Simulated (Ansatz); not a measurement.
Program: Ansatz. Geometries: PBE0-D4/def2-TZVP. ΔE: electronic, gas phase. CCSD(T)/CBS is the MP2 limit (def2-TZVPP, def2-QZVPP) plus CCSD(T) − MP2 in def2-TZVPP, frozen cores. This one scheme is used for every species. DFT in def2-TZVPP. B3LYP here is the variant with VWN-RPA as its local correlation; programs differ in this. One conformer a species, not always the lowest.

Reaction (substitution at a C–S bond): `CS[Si](F)(F)Cl` + `C[Si](O)(O)F` → `CO[Si](C)(O)F` + `F[Si](F)(S)Cl`

Task: Is it downhill or uphill in electronic energy at CCSD(T)/CBS, and by how much? (An estimate is asked.)

Result: Computed: Uphill: ΔE = +11.7 kcal/mol.

Task: What do these levels give: PBE0-D4, B3LYP-D4, PBE, MP2/def2-QZVPP, SCS-MP2/def2-QZVPP, HF/CBS(def2)? (An estimate is asked.)

Result: The calculation gave: PBE0-D4 11.5, B3LYP-D4 10.4, PBE 11.5, MP2/def2-QZVPP 12.8, SCS-MP2/def2-QZVPP 11.6, HF/CBS(def2) 8.3 kcal/mol.

Largest T1 diagnostic among the species: 0.011.

In def2-TZVPP, CCSD(T) changes the Hartree–Fock value by +2.2 kcal/mol (the triples alone add +0.4 kcal/mol) and MP2 by +3.9 kcal/mol.
